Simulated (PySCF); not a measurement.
F6Si2, SMILES F[Si](F)(F)[Si](F)(F)F. Atoms are numbered in the order given.

```xyz
8

F      1.3116    -0.7573     1.7275
Si     0.0000     0.0000     1.1622
F      0.0000     1.5145     1.7275
F     -1.3116    -0.7573     1.7275
Si     0.0000     0.0000    -1.1622
F      1.3116     0.7573    -1.7275
F      0.0000    -1.5145    -1.7275
F     -1.3116     0.7573    -1.7275
```

Geometry optimised at PBE-D3(BJ)/def2-SVP. Other conformers were not sampled.

Level of theory: PBE-D3(BJ)/def2-SVP run with PySCF 2.14.0.

Frequencies are harmonic and unscaled.

Modes within 1.5 cm⁻¹ of each other (mostly degenerate sets) share a row, with their intensities summed.

```
mode   ν (cm⁻¹)  IR (km/mol)  moving atoms (share of kinetic energy)
-----  --------  -----------  --------------------------------------
1            21          0.0                                 F 100 %
2–3          83          6.6                                  F 95 %
4–5         177          0.0                         F 89 %, Si 11 %
6           204          0.0                          F 92 %, Si 8 %
7–8         280         49.0                         F 86 %, Si 14 %
9–10        308          0.0                         F 75 %, Si 25 %
11          368        188.9                         F 55 %, Si 45 %
12          510          0.0                         F 53 %, Si 47 %
13          785        217.4                         F 78 %, Si 22 %
14          870          0.0                         F 56 %, Si 44 %
15–16       956          0.0                         F 50 %, Si 50 %
17–18       964        527.7                         F 52 %, Si 48 %
```
